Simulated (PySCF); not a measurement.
C₅H₇O₂ (doublet state).
Structure used (GFN2-xTB), in Å, numbered top down from 1:
```
atom  x, y, z in Å
C1    -0.803   -1.317    0.641
C2    -0.412   -0.208   -0.067
C3    -1.119    0.985   -0.112
O4    -2.276    1.238    0.530
C5     0.895   -0.240   -0.819
C6     2.009    0.434   -0.061
O7     1.912    0.979    1.000
H8    -1.709   -1.351    1.220
H9    -0.204   -2.207    0.649
H10   -0.777    1.829   -0.689
H11   -2.514    0.479    1.079
H12    0.810    0.264   -1.786
H13    1.205   -1.269   -1.016
H14    2.982    0.384   -0.592
```

The hyperfine couplings belong to this conformer and change with its torsions.

Identity: `C=C([CH]O)CC=O` [radical].

Level of theory: UKS B3LYP, pcH-1 on C H O, non-relativistic, mean-field spin-orbit, GIAO (PySCF). Isolated species at its GFN2-xTB geometry (one conformer only). A GFN2-xTB geometry isn't a minimum of the functional, and hyperfine couplings can be far from their values at a DFT geometry. Stability of the SCF solution: not tested.

Principal values of hyperfine tensors in MHz (contact and dipolar terms together), for some of the nuclei:

```json
{"atom": "C3", "isotope": "13C", "A1": "1.48", "A2": "3.46", "A3": "150.87"}
{"atom": "C1", "isotope": "13C", "A1": "2.43", "A2": "4.27", "A3": "142.88"}
{"atom": "C2", "isotope": "13C", "A1": "-67.50", "A2": "-35.28", "A3": "-29.80"}
{"atom": "H9", "isotope": "1H", "A1": "-62.27", "A2": "-38.51", "A3": "-15.64"}
{"atom": "H8", "isotope": "1H", "A1": "-55.81", "A2": "-37.04", "A3": "-15.24"}
{"atom": "O4", "isotope": "17O", "A1": "-60.28", "A2": "7.98", "A3": "9.55"}
{"atom": "C6", "isotope": "13C", "A1": "-9.71", "A2": "-9.21", "A3": "-7.87"}
{"atom": "H11", "isotope": "1H", "A1": "-14.92", "A2": "-14.26", "A3": "5.45"}
```

Q: Give the isotropic coupling of each nucleus in MHz and in mT (g = 2.0030), and the anisotropic part.

A: a_iso is a third of the trace, T = A − a_iso, and a(mT) = a(MHz)/(g × 13.996).

```csv
atom,a_iso (MHz),a_iso (mT),T1,T2,T3
C3,51.94,1.853,-50.45,-48.48,98.93
C1,49.86,1.779,-47.43,-45.59,93.02
C2,-44.19,-1.576,-23.31,8.92,14.39
H9,-38.81,-1.384,-23.47,0.30,23.17
H8,-36.03,-1.285,-19.78,-1.01,20.79
O4,-14.25,-0.508,-46.03,22.23,23.80
C6,-8.93,-0.319,-0.78,-0.28,1.06
H11,-7.91,-0.282,-7.01,-6.34,13.36
```

Q: What spin density at the nucleus of H9 lies behind its contact coupling (g_N = 5.58569)?

A: a_FC = (2μ0/3) gₑ μB g_N μN ρ(0)/(2S·h) = 800.24 MHz × g_N × ρ(0)/(2S), with ρ in bohr⁻³. With a_FC = -38.81 MHz and 2S = 1, ρ(0) = -0.008682 bohr⁻³. In magnitude that is 2.7 % of the 1/π = 0.318 of a free hydrogen atom.

Q: H10 (1H, g_N = 5.58569) isn't in the table. Its spin density at the nucleus is -0.009264 bohr⁻³. What is its contact coupling?

A: By the same relation, a_FC = -41.4 MHz. Its full tensor has the principal values -65.02, -42.81, -16.39 MHz.

Q: Which nucleus of the table has the largest anisotropic coupling, and what is its form?

A: C3: -50.5, -48.5, 98.9 MHz, axial, in the ratio −1:−1:+2, the form that spin in one p orbital centred on that nucleus gives.

Q: In a single crystal, with the field along each principal axis of the tensor of C3 in turn, what first-order splitting does this nucleus give (isotropic g, quadrupole terms neglected)?

A: 2 lines (I = 1/2), spaced by |A_i|/(g × 13.996): 0.05, 0.12, 5.38 mT along the axes of A1, A2 and A3.

Time: 47 s of wall time (with the writing of density and orbital grids); peak memory 0.97 GiB. Hardware: one thread, Arm Neoverse V1 (aarch64), shared host.
